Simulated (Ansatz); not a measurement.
`OP1[SiH2]C[Se]1`. Charge 0, multiplicity 1.

```xyz
10

O     0.478    1.280   -1.792
P    -0.717    0.145   -1.560
Si   -0.822    0.320    0.701
C     0.633   -0.838    0.965
Se    0.379   -1.714   -0.792
H     0.689    1.352   -2.727
H    -0.720    1.693    1.275
H    -2.080   -0.320    1.163
H     0.549   -1.560    1.777
H     1.609   -0.356    0.991
```

Q: What are the harmonic wavenumbers in cm⁻¹ at PBE0-D4/def2-TZVP (Ansatz, finite differences of forces, unscaled)? (Estimate.)

A: Ansatz gave: 99, 171, 211, 281, 327, 374, 452, 500, 578, 620, 704, 757, 789, 810, 928, 996, 1054, 1072, 1418, 2197, 2234, 3100, 3171, 3850.

Q: Is this a minimum?

A: Yes, all 24 modes are real.

Q: Give the ideal-gas thermochemistry at 298.15 K and 1 bar (rigid rotor, harmonic oscillator; point group C1, symmetry number 1).

A: Zero-point energy 159.7 kJ/mol; H(298) − E = 181.1 kJ/mol; entropy 356.1 J/(mol·K), of which translation 173.0, rotation 118.3, vibration 64.8; G(298) − E = 74.9 kJ/mol. Modes under 100 cm⁻¹ are hindered rotations or soft bends, so the harmonic entropy is rough.
